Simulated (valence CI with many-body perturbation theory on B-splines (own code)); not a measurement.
**E1 line list for La LIII**

Calculated by valence CI with perturbative core correlation (CI+MBPT): three valence electrons over a frozen Dirac-Fock core [He], a basis of 11 s, 11 p, 9 d, 7 f, 5 g, 2 h, 1 i functions for each j, with the one-electron correlation potential Σ1 (screened to all orders), the two-electron term Σ2, the three-electron term Σ3, Breit, model QED; selected single and double excitations, second order for the rest (own B-spline code, finite nucleus).

The last digits are not significant, and no measured levels were compared; by estimate large intervals hold to a few tenths of a per cent, small ones and those within an open d or f shell to about a per cent.

Lines 101 to 150 of 283 in falling wavelength, among levels below 55875 × 10³ cm⁻¹, chosen from the strongest by gf and those to the six lowest levels. Wavelengths and rates use the calculated energies. Electric multipoles are in the length gauge, E1 and E2 with the static RPA response of the core. Weak lines are less certain than strong ones. Lines between different terms over intervals too small for the method are left out, as are lines whose strength nearly cancels. The highest levels of a list are the least certain.

Levels are named by their leading jj configuration (3d3/2^4 stands for four electrons in 3d with j = 3/2), which in mixed levels can hold well under half, so a name can repeat and another be missing. Letters in brackets count levels of one name in rising energy.

```
λ vac (nm)                          Upper                       Lower   A (s⁻¹)  S (a.u.) with core polarisation  S without
     1.097             (2s 2p3/2^2) J=3/2          (2s^2 2p1/2) J=1/2  2.11e+10                         5.49e-05   5.50e-05
    0.2337        (2s 2p1/2 3s) J=1/2 [a]      (2s 2p1/2 2p3/2) J=1/2  2.14e+12                         2.69e-05   2.69e-05
    0.2329            (2s 2p1/2 3s) J=3/2      (2s 2p1/2 2p3/2) J=1/2  1.49e+12                         3.71e-05   3.70e-05
    0.2319        (2s 2p1/2 3s) J=1/2 [b]      (2s 2p1/2 2p3/2) J=1/2  2.29e+13                         2.82e-04   2.81e-04
    0.2317     (2p1/2 2p3/2 3s) J=3/2 [b]       (2p1/2 2p3/2^2) J=5/2  4.35e+13                         1.07e-03   1.06e-03
    0.2307            (2s 2p3/2 3s) J=5/2          (2s 2p3/2^2) J=5/2  3.18e+13                         1.15e-03   1.15e-03
    0.2306            (2s 2p1/2 3s) J=3/2      (2s 2p1/2 2p3/2) J=5/2  4.92e+13                         1.19e-03   1.19e-03
    0.2300        (2s 2p1/2 3s) J=1/2 [a]  (2s 2p1/2 2p3/2) J=3/2 [a]  5.86e+13                         7.04e-04   7.02e-04
    0.2299        (2s 2p3/2 3s) J=3/2 [a]          (2s 2p3/2^2) J=5/2  5.05e+13                         1.21e-03   1.21e-03
    0.2298                (2s^2 3s) J=1/2          (2s^2 2p3/2) J=3/2  6.34e+13                         7.59e-04   7.57e-04
    0.2292            (2s 2p1/2 3s) J=3/2  (2s 2p1/2 2p3/2) J=3/2 [a]  4.03e+12                         9.57e-05   9.55e-05
    0.2282        (2s 2p1/2 3s) J=1/2 [b]  (2s 2p1/2 2p3/2) J=3/2 [a]  1.36e+12                         1.59e-05   1.59e-05
    0.2281             (2s^2 3p3/2) J=3/2      (2s 2p1/2 2p3/2) J=5/2  1.30e+12                         3.04e-05   3.03e-05
    0.2267             (2s^2 3p3/2) J=3/2  (2s 2p1/2 2p3/2) J=3/2 [a]  5.32e+11                         1.22e-05   1.22e-05
    0.2240     (2s 2p1/2 3d3/2) J=3/2 [a]      (2s 2p1/2 2p3/2) J=1/2  2.93e+12                         6.50e-05   6.50e-05
    0.2230         (2s 2p1/2 3d3/2) J=1/2      (2s 2p1/2 2p3/2) J=1/2  1.09e+13                         1.19e-04   1.20e-04
    0.2229  (2p1/2 2p3/2 3d5/2) J=3/2 [a]       (2p1/2 2p3/2^2) J=1/2  4.92e+13                         1.08e-03   1.08e-03
    0.2228          (2p1/2^2 3d3/2) J=3/2       (2p1/2^2 2p3/2) J=3/2  8.95e+13                         1.95e-03   1.95e-03
    0.2225     (2s 2p1/2 3d3/2) J=3/2 [b]      (2s 2p1/2 2p3/2) J=1/2  1.48e+12                         3.22e-05   3.23e-05
    0.2223     (2s 2p3/2 3d5/2) J=5/2 [a]          (2s 2p3/2^2) J=3/2  5.20e+13                         1.69e-03   1.69e-03
    0.2222     (2s 2p3/2 3d5/2) J=3/2 [a]          (2s 2p3/2^2) J=3/2  5.65e+13                         1.22e-03   1.22e-03
    0.2222     (2s 2p3/2 3d5/2) J=3/2 [a]          (2s 2p3/2^2) J=1/2  7.46e+13                         1.62e-03   1.62e-03
    0.2221     (2s 2p1/2 3d5/2) J=5/2 [a]  (2s 2p1/2 2p3/2) J=3/2 [b]  4.73e+13                         1.53e-03   1.53e-03
    0.2220  (2p1/2 2p3/2 3d3/2) J=3/2 [b]       (2p1/2 2p3/2^2) J=5/2  5.51e+13                         1.19e-03   1.19e-03
    0.2219     (2s 2p1/2 3d3/2) J=3/2 [a]      (2s 2p1/2 2p3/2) J=5/2  2.53e+12                         5.45e-05   5.46e-05
    0.2218  (2p1/2 2p3/2 3d5/2) J=3/2 [b]       (2p1/2 2p3/2^2) J=1/2  4.71e+14                         1.01e-02   1.02e-02
    0.2218          (2p1/2^2 3p1/2) J=1/2      (2s 2p1/2 2p3/2) J=1/2  3.11e+13                         3.35e-04   3.35e-04
    0.2214         (2s 2p3/2 3d5/2) J=1/2          (2s 2p3/2^2) J=1/2  5.42e+14                         5.80e-03   5.81e-03
    0.2212  (2p1/2 2p3/2 3d5/2) J=5/2 [a]       (2p1/2 2p3/2^2) J=5/2  1.58e+14                         5.06e-03   5.06e-03
    0.2210         (2s 2p1/2 3d3/2) J=5/2      (2s 2p1/2 2p3/2) J=5/2  9.09e+13                         2.91e-03   2.91e-03
    0.2210     (2s 2p3/2 3d3/2) J=3/2 [a]          (2s 2p3/2^2) J=5/2  4.27e+13                         9.10e-04   9.10e-04
    0.2209     (2s 2p3/2 3d3/2) J=5/2 [a]          (2s 2p3/2^2) J=5/2  3.22e+13                         1.03e-03   1.03e-03
    0.2209     (2s 2p3/2 3d3/2) J=3/2 [b]          (2s 2p3/2^2) J=3/2  1.69e+14                         3.60e-03   3.60e-03
    0.2209          (2p1/2^2 3d5/2) J=5/2       (2p1/2^2 2p3/2) J=3/2  4.87e+14                         1.56e-02   1.56e-02
    0.2209     (2s 2p3/2 3d3/2) J=3/2 [b]          (2s 2p3/2^2) J=1/2  1.51e+14                         3.20e-03   3.21e-03
    0.2209     (2s 2p1/2 3d5/2) J=5/2 [b]  (2s 2p1/2 2p3/2) J=3/2 [b]  4.08e+14                         1.30e-02   1.30e-02
    0.2209         (2s 2p1/2 3d5/2) J=3/2  (2s 2p1/2 2p3/2) J=3/2 [b]  8.68e+13                         1.85e-03   1.85e-03
    0.2208         (2s 2p1/2 3d5/2) J=3/2      (2s 2p1/2 2p3/2) J=1/2  3.98e+14                         8.46e-03   8.46e-03
    0.2208     (2s 2p3/2 3d3/2) J=1/2 [b]          (2s 2p3/2^2) J=3/2  9.52e+13                         1.01e-03   1.01e-03
    0.2207     (2s 2p1/2 3p1/2) J=1/2 [b]          (2s^2 2p3/2) J=3/2  1.11e+12                         1.18e-05   1.17e-05
    0.2206  (2p1/2 2p3/2 3d5/2) J=5/2 [b]       (2p1/2 2p3/2^2) J=5/2  2.69e+14                         8.55e-03   8.55e-03
    0.2206     (2s 2p1/2 3d3/2) J=3/2 [a]  (2s 2p1/2 2p3/2) J=3/2 [a]  4.32e+13                         9.14e-04   9.15e-04
    0.2205  (2p1/2 2p3/2 3d5/2) J=3/2 [a]       (2p1/2 2p3/2^2) J=3/2  3.42e+14                         7.23e-03   7.23e-03
    0.2204     (2s 2p1/2 3d3/2) J=3/2 [b]      (2s 2p1/2 2p3/2) J=5/2  2.13e+13                         4.50e-04   4.50e-04
    0.2204  (2p1/2 2p3/2 3d5/2) J=5/2 [a]       (2p1/2 2p3/2^2) J=3/2  3.46e+14                         1.10e-02   1.10e-02
    0.2204  (2p1/2 2p3/2 3d5/2) J=7/2 [b]       (2p1/2 2p3/2^2) J=5/2  8.10e+14                         3.43e-02   3.43e-02
    0.2202  (2p1/2 2p3/2 3p1/2) J=3/2 [a]          (2s 2p3/2^2) J=5/2  4.09e+13                         8.62e-04   8.62e-04
    0.2202  (2p1/2 2p3/2 3d5/2) J=3/2 [b]       (2p1/2 2p3/2^2) J=5/2  6.01e+13                         1.27e-03   1.27e-03
    0.2200     (2s 2p1/2 3d5/2) J=5/2 [a]      (2s 2p1/2 2p3/2) J=5/2  2.22e+13                         7.02e-04   7.02e-04
    0.2199             (2s^2 3d3/2) J=3/2          (2s^2 2p3/2) J=3/2  9.56e+13                         2.01e-03   2.01e-03
```
